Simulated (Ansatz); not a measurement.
`[CH3][Al]([OH])[SiH3]` + H₂ → `[OH][AlH][SiH3]` + CH₄ at 500 K and 1 bar (hydrogenolysis of the Al–C bond).

Computed with Ansatz on PBE0-D4/def2-TZVP structures; ΔE is electronic, products minus reactants. CCSD(T)/CBS adds triple-zeta CCSD(T) − MP2 to the extrapolated MP2 energy (def2 sets, frozen cores). This one scheme is used for every species. One conformer a species, not always the lowest.

| species | CCSD(T)/CBS energy (Eh) | H − E (kJ/mol) | S (J/(mol·K)) |
| --- | --- | --- | --- |
| `[CH3][Al]([OH])[SiH3]` | -648.59287 | 246.6 | 453.1 |
| H₂ | -1.17544 | 41.0 | 145.5 |
| `[OH][AlH][SiH3]` | -609.31389 | 158.7 | 387.3 |
| CH₄ | -40.46206 | 135.6 | 206.8 |

H − E and S are ideal-gas, rigid-rotor, harmonic terms from PBE0-D4/def2-TZVP, for one conformer and one mirror image of each species. The MP2-based limit puts H₂ 0.8 mEh under its directly extrapolated value; such offsets cancel only in part. 1 Eh = 2625.50 kJ/mol, R = 8.31446 J/(mol·K).

**Question.** By hand: ΔE, ΔH, ΔS and ΔG.

**Answer.** ΔE = (-609.31389) + (-40.46206) − (-648.59287) − (-1.17544) = -0.00764 Eh = -20.1 kJ/mol. Δ(H − E) = 158.7 + 135.6 − 246.6 − 41.0 = 6.7, so ΔH = -13.4 kJ/mol. ΔS = 387.3 + 206.8 − 453.1 − 145.5 = -4.5 J/(mol·K). ΔG = -13.4 − 500 × (-4.5)/1000 = -11.2 kJ/mol.

**Question.** By hand: the equilibrium constant, and the temperature at which ΔG would vanish if ΔH and ΔS stayed fixed.

**Answer.** log₁₀ K = −ΔG/(RT ln 10) = 1.2. ΔG = 0 at ΔH/ΔS = 2978 K, far beyond where these terms or the molecules hold.

The number of gas molecules stays the same, so ΔS is small and ΔH decides. A doubt of 5 kJ/mol in ΔE shifts log₁₀ K by 0.5 here. Other conformers and mirror images would add mixing entropy, several J/(mol·K) or more a flexible species. Modes under 60 cm⁻¹, often nearly free rotors, make the harmonic entropy too high. These are equilibria of isolated gas molecules and say nothing of rates. Largest T1 diagnostic: 0.014 (customary marks: 0.02 for closed shells, 0.045 for open ones).
